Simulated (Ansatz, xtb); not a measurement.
# Isomers of CH7BO2Si in order of energy

6 gas-phase structures of CH7BO2Si, found in a search over its isomers (lower ones may exist). Each was relaxed with GFN2-xTB; where two conformers were screened, the lower at r2SCAN-D4/def2-SVP is listed:

A. `CBO[SiH2]O`, a singlet
B. `BO[Si@H](C)O`, a singlet
C. `COBO[SiH3]`, a singlet
D. `CB(O)O[SiH3]`, a singlet
E. `C[SiH2]OBO`, a singlet
F. `BO[SiH2]OC`, a singlet

Problem. Which do you expect lowest at r2SCAN-D4/def2-SVP, and how would the others follow?

Solution. Calculated order at r2SCAN-D4/def2-SVP: D (0.0), E (2.4), A (15.2), B (15.7), C (23.3), F (40.3) kcal/mol. Less than 1 kcal/mol parts A and B, so the order within that pair means little.

Energies above the lowest of each column, in kcal/mol; the last columns are at PBE0-D3(BJ)/def2-SVP geometries and were run for some of them only (a dash: not run or not comparable):

```
structure  GFN2-xTB  HF/STO-3G  r2SCAN-D4/def2-SVP  PBE0-D3(BJ)/def2-SVP  CCSD(T)/def2-SVP + ΔMP2/def2-TZVPP
        D       1.7        0.0                 0.0                   0.0                                 0.0
        E       4.1        0.0                 2.4                   3.3                                 1.9
        A       0.0       27.1                15.2                  15.8                                   –
        B       6.6       24.1                15.7                     –                                   –
        C       4.6        8.7                23.3                     –                                   –
        F       4.3       39.1                40.3                     –                                   –
```

CCSD(T)/def2-SVP + ΔMP2/def2-TZVPP puts D lowest of those it was run on; GFN2-xTB picks A. Flexible structures stand in one conformer each, not always the lowest. Frequencies (PBE0-D3(BJ)/def2-SVP) were run for D, E alone. ΔMP2 is the change of the MP2 energy from the smaller to the larger basis.

Over these structures GFN2-xTB departs from r2SCAN-D4/def2-SVP by 10.7 kcal/mol on average once a common shift is removed. A GFN2-xTB relaxation took about 0.14 s and the r2SCAN-D4/def2-SVP energy about 1.9 s on a shared host (Ansatz 0.2.0, xtb 6.7.1).
